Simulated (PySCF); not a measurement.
Cl3Tl, SMILES [Cl][Tl]([Cl])[Cl]. Heavy atoms are numbered as in [Tl:1]([Cl:2])([Cl:3])[Cl:4].

Geometry: B3LYP-D3(BJ)/def2-SVP. The def2 effective core potentials stand for the cores of Tl; spin–orbit coupling is left out.

Calculation: HF/def2-TZVPD run with PySCF.

Mulliken values depend strongly on the basis, most of all with diffuse functions as here. ESP charges are fitted to the potential on shells at 1.4 to 2.0 van der Waals radii. Atomic charges (e), one atom of each kind:

| atom | ESP fit | Mulliken |
|---|---|---|
| Tl1 | 0.82 | 1.47 |
| Cl2 | -0.27 | -0.49 |
